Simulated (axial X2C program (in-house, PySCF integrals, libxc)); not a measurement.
# Worked dissociation energy of MoO: PBE0, spin-free

Computed with an in-house relativistic program for diatomic molecules. Spin-free means the one-electron spin-free X2C Hamiltonian. Basis: Mo dyall-cv3z [11s12p9d5f3g], O dyall-av3z [7s6p3d2f] (cores contracted in-house); Gaussian nuclei, density fitting, unrestricted open shells. Masses: Mo 97.905 u, O 15.995 u.

Molecular state: M_S = 2, Λ = 1 (beyond evenly filled blocks: σα, π+α, δ+α, δ-α).

| Property | Result |
| --- | --- |
| E(Mo) (2M_S = 6, M_L = 0) | -4048.093420 hartree |
| E(O) (2M_S = 2, M_L = 0) | -75.075790 hartree |
| E(MoO) at Re | -4123.353864 hartree |
| ωe | 970.7 cm⁻¹ |
| ωexe | 5.2 cm⁻¹ |

Problem. Work out De and D0.

Solution. De = -4048.093420 + (-75.075790) − (-4123.353864) = 0.18465 hartree = 5.025 eV. The zero-point energy is ωe/2 − ωexe/4 = 484 cm⁻¹ = 0.060 eV, so D0 = 4.965 eV.

Occupations by symmetry block were frozen at the best pattern of an incomplete PBE0 search. De is counted from the lowest determinant-based energies of the atoms at the same level, without counterpoise correction. PBE0 can misorder states that lie within some tenths of an eV, so this need not be the ground state of the molecule. The nearest other spin-free determinant of the search, M_S = 1, Λ = 0, lies 0.69 eV up at the distance of the search. The functionals have no current-density term, which raises determinants with orbital currents, atoms included. The determinant is spin-polarised beyond a pure state at some levels (its spin-free form has ⟨S²⟩ too high), which makes Re and μ there less reliable.

Each atomic determinant is the lowest at this level and need not be a pure term. Totals compare only within one Hamiltonian and basis.
